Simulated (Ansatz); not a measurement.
The same path of AlF3 + H2 (6 atoms, charge 0, multiplicity 1) was run twice with different band settings. Lost on the way: H5–H6. Made: Al1–H5, F2–H6.

These are results of Ansatz, RKS PBE-D4/def2-SVP, not measurements.

Relaxed end points:

```xyz
6
Properties=species:S:1:pos:R:3
Al 0.005 0.093 0.160
F -0.001 0.612 1.745
F 1.440 0.019 -0.675
F -1.432 -0.052 -0.663
H 0.068 -2.046 0.601
H 0.056 -1.709 1.303
```

```xyz
6
Properties=species:S:1:pos:R:3
Al 0.019 -0.499 -0.214
F 0.015 -0.046 1.772
F 1.434 0.258 -0.698
F -1.436 0.183 -0.687
H 0.061 -2.044 0.191
H 0.042 -0.936 2.108
```

Common settings: spring 5.0 eV/Å²; optimiser quadratic models (default); start path through a guess of the saddle point; force threshold 0.05 eV/Å; iteration limit 60; end points relaxed.

| run | movable images | climbing image |
| --- | --- | --- |
| 1 | 5 | yes |
| 2 | 1 | no |

(1) What does each run give, and how far can it be trusted?

## Answers

(1) Run 1: converged after 7 iterations, highest image 1.040 eV above the first end. A vibrational analysis at the climbing image gives one clearly imaginary mode, 343i cm⁻¹: a first-order saddle point.
Run 2: converged after 6 iterations, highest image 1.011 eV above the first end. The highest image is an end point: on this band no image between the ends rises above it. So few images can step over the top or miss a turn of the path.
The orbitals stay closed-shell, which can raise the energy where a bond breaks towards radicals; this wasn't checked here.
